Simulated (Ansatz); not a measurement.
Program: Ansatz. Geometries: PBE0-D4/def2-TZVP. ΔE: electronic, gas phase. CCSD(T)/CBS adds triple-zeta CCSD(T) − MP2 to the extrapolated MP2 energy (def2 sets, frozen cores). This one scheme is used for every species. Functionals use def2-TZVPP. Each species was taken in one conformer, which may not be the lowest.

`N[SiH2]OCO` + H–F → `N[SiH2]F` + `OCO`  (ligand exchange at the Si–O bond)

CCSD(T)/CBS gives -51.3 kJ/mol.

Question: Another level gave -55.3 kJ/mol. Which?
A. PBE/def2-TZVPP
B. ωB97M-V/def2-TZVPP
C. MP2/def2-TZVPP
D. HF/def2-TZVPP

Answer: B. ωB97M-V -55.3, PBE -59.8, HF/def2-TZVPP -64.7, MP2/def2-TZVPP -49.5 kJ/mol.

Largest T1 diagnostic among the species: 0.011.

The D4 term adds +9.0 kJ/mol with B3LYP and +5.1 kJ/mol with PBE0; it sums over pairs of atoms, weighted by their polarisabilities, and B3LYP, whose exchange is more repulsive, gets the larger term. In def2-TZVPP, CCSD(T) changes the Hartree–Fock value by +13.3 kJ/mol (the triples alone add +2.1 kJ/mol) and MP2 by +15.2 kJ/mol.

B3LYP here is the variant with VWN-RPA as its local correlation; programs differ in this.
